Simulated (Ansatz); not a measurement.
TcO3(OH) (TcO₄H), relaxed as a singlet with RKS PBE0-D4/def2-SVP in Ansatz, starting from the GFN2-xTB geometry. Force threshold 0.02 eV/Å.

In the def2 sets Tc takes a core potential; there is no spin–orbit coupling. The restricted singlet is unstable towards broken spin symmetry in Hartree–Fock (as tested in another run); at PBE0-D4/def2-SVP this wasn't settled.

Start:

```csv
atom,x (Å),y (Å),z (Å)
Tc1,0.1835,-0.0145,0.3869
O2,1.8263,-0.0147,0.2969
O3,-0.2348,1.2716,1.3240
O4,-0.2406,-1.3644,1.2265
O5,-0.5624,0.0452,-1.1856
H6,-0.9721,0.0769,-2.0487
```

Estimate the energy that the relaxation releases and the steps that it takes.

0.35 eV, in 21 steps; 26 s on 4 threads of Arm Neoverse V2 on a shared host. The force fell under the threshold at step 3, but the optimiser went on and released 0.201 eV more. No frequencies were taken in this run, so the end may be a saddle point.

Does the start keep its bonding?

By distances, no bond broke or formed. The bond that changes most is Tc1–O5, from 1.74 to 1.84 Å (atoms count from 1).

Predict the relaxed structure.


```xyz
6

Tc    0.162    0.048    0.414
O     1.801   -0.067    0.160
O    -0.177    1.313    1.435
O    -0.381   -1.386    1.059
O    -0.702    0.378   -1.182
H    -0.702   -0.287   -1.885
```
Bond lengths: 4 × O–Tc 1.66 to 1.84 Å; 1 × H–O 0.97 Å.
